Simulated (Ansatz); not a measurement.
Compare A (`NC(O)(F)O[SiH3]`) with its isomer B (`OC(O)(F)N[SiH3]`).

Isolated molecules relaxed with PBE0-D4/def2-TZVP in Ansatz; ΔE leaves out vibrations. CCSD(T)/CBS is the MP2 limit (def2-TZVPP, def2-QZVPP) plus CCSD(T) − MP2 in def2-TZVPP, frozen cores. DFT in def2-TZVPP. B3LYP here is the variant with VWN-RPA as its local correlation; programs differ in this. Each species was taken in one conformer, which may not be the lowest.

**Question.** Which is lower in electronic energy at CCSD(T)/CBS, and by how much? (An estimate is asked.)

**Answer.** The calculation gave: A, by 9.5 kcal/mol.

**Question.** Give E(B) − E(A) in kcal/mol with B3LYP, B3LYP-D4, MP2/def2-TZVPP, PBE0-D4, CCSD/def2-TZVPP, PBE-D4, B2PLYP. (Estimate.)

**Answer.** Computed: B3LYP 10.0, B3LYP-D4 9.7, MP2/def2-TZVPP 9.3, PBE0-D4 8.6, CCSD/def2-TZVPP 9.7, PBE-D4 8.4, B2PLYP 9.9. None reverses the order clearly.

Largest T1 diagnostic: 0.011.

In def2-TZVPP, CCSD(T) changes the Hartree–Fock value by −2.0 kcal/mol (the triples alone add −0.2 kcal/mol) and MP2 by −2.1 kcal/mol.
